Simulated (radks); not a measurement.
Task: Radial electron density D(r) = 4 pi r^2 rho(r) of an atom or ion with 58.875 electrons. Method: scalar-relativistic Kohn-Sham, PBE, spin-polarised, spherical densities, finite nucleus; Fermi nuclear charge, rms radius of each element as measured or else 0.836 A^(1/3) + 0.57 fm; computed with a radial shooting solver on a logarithmic mesh with Libxc functionals.

```
   r/bohr * D(r) (the largest magnitude, 99.2, reaches the edge; | marks zero)
 0.002932 |        *
 0.003973 |             *
 0.005428 |                    *
 0.007356 |                           *
  0.01005 |                                   *
  0.01373 |                                         *
  0.01861 |                                          *
  0.02542 |                                       *
  0.03473 |                                     *
  0.04707 |                                            *
   0.0643 |                                                      *
  0.08784 |                                                     *
    0.119 |                                           *
   0.1626 |                                           *
   0.2204 |                                                *
   0.3011 |                               *
   0.4114 |                 *
   0.5575 |                    *
   0.7617 |               *
    1.041 |      *
     1.41 |    *
    1.927 |  *
    2.632 |*
    3.567 *
    4.873 *
    6.605 *
    9.023 *
    12.33 *
```

What is the nuclear charge?

Result: Z = 59. The innermost maximum, from 1s, lies near gamma/Z bohr with gamma = sqrt(1 - (Z/c)^2) = 0.903, here 0.0153 bohr (found: 0.0168), and its height grows with Z. The density is that of the praseodymium ion Pr0.125+ in [Kr] 4d10 4f3 5s(up 1, down 0.875) 5p6 6s2; the configuration itself is not fixed sharply by these data, and Z only to a few units. D(r) has 4 maxima, at r = 0.0168, 0.0743, 0.210, 0.580 bohr, and minima at 0.0323, 0.137, 0.421 bohr, inside which lie 1.96, 11.13, 29.01 electrons.
